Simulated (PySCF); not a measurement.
Compound: C7H8F (doublet state).
Geometry (GFN2-xTB, Å), atoms numbered from 1 in this order:
```
atom  x, y, z in Å
C1     2.1326    1.8873    0.9036
C2     1.4095    1.3844    0.0915
C3     0.5277    0.7257   -0.8408
C4    -0.0454   -0.5540   -0.1972
C5    -1.2610   -0.6712    0.2314
C6    -2.5182    0.0317    0.4155
C7     0.9659   -1.6696   -0.1225
F8     1.3403   -2.0695   -1.3906
H9     2.7704    2.3540    1.5929
H10    1.0817    0.4349   -1.7373
H11   -0.2873    1.3951   -1.1220
H12   -2.4035    1.1154    0.2861
H13   -2.9016   -0.1443    1.4218
H14   -3.2573   -0.3299   -0.3000
H15    1.8816   -1.3308    0.3765
H16    0.5570   -2.5502    0.3796
```

The hyperfine couplings belong to this conformer and change with its torsions.

Identity: `C#CC/C(=[C]\C)CF` [radical].

Method: UKS B3LYP, pcH-1 on C F H, non-relativistic, mean-field spin-orbit, GIAO in PySCF 2.14.0. One conformer (not necessarily the lowest) at the GFN2-xTB geometry, without solvent, vibrations or thermal averaging. The geometry wasn't refined by DFT: couplings that depend on bond lengths, twists or pyramidal angles can differ widely from those at the functional's own minimum. The SCF solution wasn't tested for stability.

Problem. Predict the first-order ENDOR lines of F8, H12/H13/H14, H10/H11, H9 and H15/H16 under fast tumbling at B = 3348.9 mT (W band).

Solution. ν± = |νn ± a/2|, one line for each electron-spin manifold; νn = |g_N| × 7.62259 MHz/T × B.

```tsv
nuclei	isotope	g_N	νn (MHz)	a_iso (MHz)	lower line (MHz)	upper line (MHz)
F8	19F	5.2577	134.22	-10.21	129.11	139.32
H12/H13/H14	1H	5.5857	142.59	66.99	109.09	176.08
H10/H11	1H	5.5857	142.59	-4.45	140.36	144.81
H9	1H	5.5857	142.59	-2.16	141.51	143.67
H15/H16	1H	5.5857	142.59	-1.26	141.96	143.22
```

Problem. Which pairs are centred on the nuclear Larmor frequency, and which on half the coupling?

Solution. Centred on νn, since |a| < 2νn: F8, H12/H13/H14, H10/H11, H9 and H15/H16. No pair has |a| > 2νn.

Problem. At what field would the lower line of F8 fall to zero frequency?

Solution. Where νn = |a|/2, that is B = 5.11 MHz/(5.2577 × 7.62259 MHz/T) = 127 mT, as far as first order holds there.

Nuclei that the bonding pattern makes equivalent are averaged, as if the motion that swaps them (rotation, inversion, ring flip) were fast. The three 1H nuclei of mean +67.0 MHz run from 12.2 to 137.1 MHz in the frozen geometry.

Largest spin populations (Mulliken): C5 (+1.00), C4 (-0.17), C3 (+0.08) and H12 (+0.07). No atom but C5 exceeds +0.15. The positive populations add up to 1.23 and the negative ones to -0.23, together 2S = 1.
